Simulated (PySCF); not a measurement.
C₆H₁₀NOP.
Geometry (PBE0-D3(BJ)/def2-SVP, Å), atoms numbered from 1 in this order:
```xyz
19
C6H10NOP angstrom
C     -0.1103   -2.0671   -1.0829
C     -1.2179   -1.4450   -0.2964
C     -1.1089   -1.0084    0.9769
O     -2.2422   -0.4706    1.5125
C     -3.2612   -0.4951    0.6457
N     -4.4398   -0.0160    1.1192
C     -5.5307    0.0725    0.1865
C     -4.4799    0.8112    2.2999
P     -2.8850   -1.1569   -0.9266
H      0.8199   -2.1146   -0.4971
H      0.0975   -1.4960   -2.0016
H     -0.3672   -3.0925   -1.3929
H     -0.2560   -1.0055    1.6540
H     -5.5972   -0.8598   -0.3971
H     -5.4133    0.9110   -0.5277
H     -6.4729    0.2052    0.7363
H     -3.7276    0.4713    3.0212
H     -4.2873    1.8783    2.0749
H     -5.4723    0.7303    2.7668
```

Computed with PySCF at PBE0/pcSseg-1 and wB97X-D/def2-SVPD, non-relativistic, on one gas-phase PBE0-D3(BJ)/def2-SVP geometry that isn't relaxed in the solvent. The solvent is an IEF-PCM continuum (van der Waals radii × 1.2). Specific hydrogen bonds and non-electrostatic terms are outside this model.

Gas phase at PBE0/pcSseg-1: HOMO -5.28 eV, LUMO 0.18 eV, dipole 2.31 D.

Q: What does the continuum do to the energy, the frontier levels and the dipole at PBE0/pcSseg-1 in cyclohexane and tetrahydrofuran?

A: 
| solvent | ε | E(solvent) − E(gas) (kcal/mol) | polarisation term (kcal/mol) | distortion of the solute (kcal/mol) | HOMO (eV) | LUMO (eV) | dipole (D) |
| --- | --- | --- | --- | --- | --- | --- | --- |
| cyclohexane | 2.017 | -1.98 | -2.14 | 0.16 | -5.33 | 0.11 | 2.68 |
| tetrahydrofuran | 7.426 | -4.24 | -4.99 | 0.75 | -5.43 | 0.00 | 3.13 |

The first energy column is the sum of the next two and covers electrostatics alone. From cyclohexane to tetrahydrofuran the lowering changes by a factor 2.14, Onsager's factor (ε − 1)/(2ε + 1) by 2.01 and ε itself by 3.7.

Q: Which radius a makes the point-dipole formula ΔE = −[(ε − 1)/(2ε + 1)]·μ²/a³ give the value in tetrahydrofuran, with the gas-phase dipole?

A: μ = 0.907 au and |ΔE| = 0.00675 Eh give a = 1.94 Å; the farthest nucleus lies 4.21 Å from the centroid of the nuclei, so such a sphere wouldn't even hold the nuclei. The formula assumes a rigid point dipole at the centre of a sphere.

Q: Give the dipole vector in the frame of the coordinates (D, pointing from negative to positive charge), gas and tetrahydrofuran.

A: Gas (-0.88, 1.19, 1.77), solvent (-1.11, 1.61, 2.44). Its length changes by +36 % and its direction by 2°.

Q: Which IAO charges (PBE0/pcSseg-1) respond most in cyclohexane (means over atoms taken as equivalent)?

A: 
| atoms | environment | gas (e) | solvent (e) | change |
| --- | --- | --- | --- | --- |
| P9 | phosphorus bonded to 2 C | +0.085 | +0.062 | -0.023 |
| H13 | aromatic hydrogen | +0.161 | +0.167 | +0.006 |
| N6 | aniline-type nitrogen | -0.151 | -0.148 | +0.003 |
| C5 | aromatic carbon bearing nitrogen | +0.081 | +0.084 | +0.003 |
| C3 | aromatic CH next to a ring oxygen | -0.020 | -0.023 | -0.003 |
| H14 (×6) | methyl hydrogen | +0.148 | +0.151 | +0.003 |

Q: Which Mayer bond orders change most in cyclohexane?

A: 
| bond | length (Å) | gas | solvent | change |
| --- | --- | --- | --- | --- |
| C5–N6 | 1.358 | 1.062 | 1.077 | +0.015 |
| C5–P9 | 1.747 | 1.375 | 1.364 | -0.011 |
| P9–C2 | 1.805 | 1.066 | 1.061 | -0.005 |
| N6–C7 | 1.438 | 0.965 | 0.961 | -0.004 |
| N6–C8 | 1.442 | 0.957 | 0.953 | -0.004 |
| C2–C3 | 1.351 | 1.656 | 1.659 | +0.003 |
| C3–O4 | 1.364 | 0.985 | 0.982 | -0.003 |
| O4–C5 | 1.338 | 1.050 | 1.052 | +0.002 |

Q: How do the nuclear quadrupole coupling constants eQVzz/h respond in cyclohexane?

A: 
```
  nucleus  Q (barn)  gas (MHz)  solvent (MHz)  η gas  η solvent
17O at O4   -0.0256      -9.44          -9.42   0.21       0.21
14N at N6   0.02044      -5.57          -5.43   0.05       0.05
```

Gas phase at wB97X-D/def2-SVPD: HOMO -7.00 eV, LUMO 1.74 eV, dipole 2.22 D.

Q: What does the continuum do to the energy, the frontier levels and the dipole at wB97X-D/def2-SVPD in cyclohexane?

A: 
| solvent | ε | E(solvent) − E(gas) (kcal/mol) | polarisation term (kcal/mol) | distortion of the solute (kcal/mol) | HOMO (eV) | LUMO (eV) | dipole (D) |
| --- | --- | --- | --- | --- | --- | --- | --- |
| cyclohexane | 2.017 | -1.90 | -2.07 | 0.17 | -7.04 | 1.69 | 2.61 |

Q: How does the static polarisability (wB97X-D/def2-SVPD, frozen core, with the continuum's full static response) change?

A: 
| medium | isotropic (au) | principal values (au) | ⟨r²⟩ of the electrons (bohr²) |
| --- | --- | --- | --- |
| gas | 111.7 | 76.1, 110.7, 148.5 | 1566.4 |
| cyclohexane | 127.6 | 86.2, 128.2, 168.5 | 1565.3 |

The isotropic value in cyclohexane is 1.14 times the gas-phase one; no cavity-field correction is applied. ⟨r²⟩ is taken about the centre of nuclear charge.

Time: 36 s wall; peak memory 1.2 GiB. Hardware: one thread of an Arm Neoverse V2, shared host with 96 logical CPUs at a one-minute load of 58. This is the whole shielding run at PBE0/pcSseg-1 in tetrahydrofuran, SCF included.

Note: wB97X-D ran without an empirical dispersion term, which enters the total energy and its gradient alone.
